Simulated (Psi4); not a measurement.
Psi4 input (wB97X-D/6-31G*):

```
memory 1500 MB

molecule {
-1 1
O     1.14207600   -0.57711700    0.03962100
C    -0.16899700    0.04002200   -0.00836400
O    -0.13209200    1.28601200    0.06261500
O    -1.09820300   -0.76284600   -0.11072700
H     1.71973000    0.19147500    0.11810800
symmetry c1
no_reorient
no_com
}

set {
  basis 6-31G*
  reference rks
  scf_type pk
  dft_radial_points 99
  dft_spherical_points 590
  e_convergence 1e-8
  d_convergence 1e-7
  maxiter 150
}

e = energy('wb97x-d')
print_out(f'\nFINAL {e:.10f} DIPOLE {variable("CURRENT DIPOLE")[0]:.6f} {variable("CURRENT DIPOLE")[1]:.6f} {variable("CURRENT DIPOLE")[2]:.6f}\n')
```

Output:

```
   => Loading Basis Set <=

    Name: 6-31G*
    Role: ORBITAL
    Keyword: BASIS
    atoms 1, 3-4 entry O          line   145 file 6-31gs.gbs
    atoms 2      entry C          line   111 file 6-31gs.gbs
    atoms 5      entry H          line    44 file 6-31gs.gbs

   => WB97X-D: Empirical Dispersion <=

    Chai and Head-Gordon Dispersion Correction
    Chai, J.-D.; Head-Gordon, M. (2010), J. Chem. Phys., 132: 6615-6620

        s6 =       1.000000

         ---------------------------------------------------------
                                   SCF
               by Justin Turney, Rob Parrish, Andy Simmonett
                          and Daniel G. A. Smith
                              RKS Reference
         ---------------------------------------------------------

  ==> Geometry <==

    Molecular point group: c1
    Full point group: C1

    Geometry (in Angstrom), charge = -1, multiplicity = 1:

       Center              X                  Y                   Z               Mass
    ------------   -----------------  -----------------  -----------------  -----------------
         O            1.142076000000    -0.577117000000     0.039621000000    15.994914619570
         C           -0.168997000000     0.040022000000    -0.008364000000    12.000000000000
         O           -0.132092000000     1.286012000000     0.062615000000    15.994914619570
         O           -1.098203000000    -0.762846000000    -0.110727000000    15.994914619570
         H            1.719730000000     0.191475000000     0.118108000000     1.007825032230

  Running in c1 symmetry.

  Rotational constants: A =      0.40951  B =      0.38284  C =      0.19786 [cm^-1]
  Rotational constants: A =  12276.73874  B =  11477.17343  C =   5931.74963 [MHz]
  Nuclear repulsion =  112.865860594497050

  Charge       = -1
  Multiplicity = 1
  Electrons    = 32
  Nalpha       = 16
  Nbeta        = 16

  ==> Algorithm <==

  SCF Algorithm Type is PK.
  DIIS enabled.
  MOM disabled.
  Fractional occupation disabled.
  Guess Type is SAD.
  Energy threshold   = 1.00e-08
  Density threshold  = 1.00e-07
  Integral threshold = 1.00e-12

  ==> Primary Basis <==

  Basis Set: 6-31G*
    Blend: 6-31G*
    Number of shells: 26
    Number of basis functions: 62
    Number of Cartesian functions: 62
    Spherical Harmonics?: false
    Max angular momentum: 2

  ==> DFT Potential <==

   => LibXC <=

    Version 7.1.2
    S. Lehtola, C. Steigemann, M. J. T. Oliveira, and M. A. L. Marques,  SoftwareX 7, 1–5 (2018) (10.1016/j.softx.2017.11.002)

   => Composite Functional: WB97X-D <=

    wB97X-D Hyb-GGA Exchange-Correlation Functional

    J.-D. Chai and M. Head-Gordon,  Phys. Chem. Chem. Phys. 10, 6615–6620 (2008) (10.1039/B810189B)

    Deriv               =              1
    GGA                 =           TRUE
    Meta                =          FALSE

    Exchange Hybrid     =           TRUE
    MP2 Hybrid          =          FALSE

   => Exchange-Correlation Functionals <=

    1.0000   wB97X-D range-separated functional

   => Exact (HF) Exchange <=

    0.7780            HF,LR [omega = 0.2000]
    0.2220               HF

   => LibXC Density Thresholds  <==

    XC_HYB_GGA_XC_WB97X_D:  1.00E-14

   => Molecular Quadrature <=

    Radial Scheme          =       TREUTLER
    Pruning Scheme         =           NONE
    Nuclear Scheme         =       TREUTLER

    Blocking Scheme        =         OCTREE
    BS radius alpha        =              1
    Pruning alpha          =              1
    Radial Points          =             99
    Spherical Points       =            590
    Total Points           =         276006
    Total Blocks           =           2058
    Max Points             =            256
    Max Functions          =             61
    Weights Tolerance      =       1.00E-15

  ==> Integral Setup <==

  Using in-core PK algorithm.
   Calculation information:
      Number of atoms:                   5
      Number of AO shells:              26
      Number of primitives:             64
      Number of atomic orbitals:        62
      Number of basis functions:        62

      Integral cutoff                 1.00e-12
      Number of threads:                 1

  Performing in-core PK
  Using 5724243 doubles for integral storage.
  We computed 60493 shell quartets total.
  Whereas there are 61776 unique shell quartets.

  Computing range-separated integrals for PK
  We computed 60493 wK shell quartets total.
  Whereas there are 61776 wK unique shell quartets.

  ==> DiskJK: Disk-Based J/K Matrices <==

    J tasked:                  Yes
    K tasked:                  Yes
    wK tasked:                 Yes
    Omega:               2.000E-01
    Schwarz Cutoff:          1E-12


  Cached 100.0% of DFT collocation blocks in 0.445 [GiB].

  Minimum eigenvalue in the overlap matrix is 4.1236674166E-03.
  Reciprocal condition number of the overlap matrix is 6.6144440696E-04.
    Using symmetric orthogonalization.

  ==> Pre-Iterations <==

  SCF Guess: Superposition of Atomic Densities via on-the-fly atomic UHF (no occupation information).

   -------------------------
    Irrep   Nso     Nmo
   -------------------------
     A         62      62
   -------------------------
    Total      62      62
   -------------------------

  ==> Iterations <==

                        Total Energy        Delta E     RMS |[F,P]|

   @RKS iter SAD:  -263.49881298794622   -2.63499e+02   0.00000e+00
   @RKS iter   1:  -264.06828455209768   -5.69472e-01   1.41365e-02 ADIIS/DIIS
   @RKS iter   2:  -264.05879519345206    9.48936e-03   1.49902e-02 ADIIS/DIIS
   @RKS iter   3:  -264.34365692915571   -2.84862e-01   1.19401e-03 ADIIS/DIIS
   @RKS iter   4:  -264.34564758910750   -1.99066e-03   3.88215e-04 ADIIS/DIIS
   @RKS iter   5:  -264.34582166033221   -1.74071e-04   1.66573e-04 ADIIS/DIIS
   @RKS iter   6:  -264.34586118990438   -3.95296e-05   2.33138e-05 DIIS
   @RKS iter   7:  -264.34586206432863   -8.74424e-07   1.50161e-05 DIIS
   @RKS iter   8:  -264.34586239648922   -3.32161e-07   3.06876e-06 DIIS
   @RKS iter   9:  -264.34586242976934   -3.32801e-08   4.04313e-07 DIIS
   @RKS iter  10:  -264.34586243076780   -9.98455e-10   7.97779e-08 DIIS
  Energy and wave function converged.

  ==> Post-Iterations <==

   Electrons on quadrature grid:
      Ntotal   =   32.0000000459 ; deviation = 4.588e-08

    Orbital Energies [Eh]
    ---------------------

    Doubly Occupied:

       1A    -19.056670     2A    -18.983672     3A    -18.980918
       4A    -10.195378     5A     -0.945461     6A     -0.848058
       7A     -0.818850     8A     -0.424038     9A     -0.319720
      10A     -0.292730    11A     -0.286300    12A     -0.245381
      13A     -0.158491    14A     -0.122378    15A     -0.106467
      16A     -0.088520

    Virtual:

      17A      0.381718    18A      0.401838    19A      0.528462
      20A      0.656185    21A      0.729847    22A      0.868661
      23A      0.890703    24A      0.967769    25A      0.994892
      26A      1.107808    27A      1.175932    28A      1.188956
      29A      1.237265    30A      1.260440    31A      1.284617
      32A      1.349189    33A      1.391865    34A      1.412556
      35A      1.433034    36A      1.666115    37A      1.707223
      38A      1.760146    39A      1.879048    40A      1.993460
      41A      2.058331    42A      2.061551    43A      2.101000
      44A      2.163320    45A      2.167834    46A      2.237797
      47A      2.245384    48A      2.299065    49A      2.469794
      50A      2.480340    51A      2.799537    52A      2.817786
      53A      2.947656    54A      3.082624    55A      3.189144
      56A      3.252972    57A      3.329051    58A      3.475990
      59A      4.053973    60A      4.235731    61A      4.520898
      62A      4.606354

    Final Occupation by Irrep:
              A
    DOCC [    16 ]
    NA   [    16 ]
    NB   [    16 ]

  @RKS Final Energy:  -264.34586243076780

   => Energetics <=

    Nuclear Repulsion Energy =            112.8658605944970503
    One-Electron Energy =                -595.4794281111012424
    Two-Electron Energy =                 240.5653716728323843
    DFT Exchange-Correlation Energy =     -22.2973103058422026
    Empirical Dispersion Energy =          -0.0003562811538234
    VV10 Nonlocal Energy =                  0.0000000000000000
    Total Energy =                       -264.3458624307677951

Computation Completed

Properties will be evaluated at   0.000000,   0.000000,   0.000000 [a0]

Properties computed using the SCF density matrix

 Multipole Moments:

 ------------------------------------------------------------------------------------
     Multipole            Electronic (a.u.)      Nuclear  (a.u.)        Total (a.u.)
 ------------------------------------------------------------------------------------

 L = 1.  Multiply by 2.5417464519 to convert [e a0] to [Debye]
 Dipole X            :          1.0246407           -0.0000076            1.0246331
 Dipole Y            :          0.1201007           -0.0000019            0.1200988
 Dipole Z            :          0.0707091           -0.0000076            0.0707015
 Magnitude           :                                                    1.0340674

 ------------------------------------------------------------------------------------

FINAL -264.3458624308 DIPOLE 1.024633 0.120099 0.070702

*** Psi4 exiting successfully. Buy a developer a beer!
```

The dipole moment of an ion depends on the origin.

The geometry given is a B3LYP-D3(BJ)/def2-TZVP minimum.
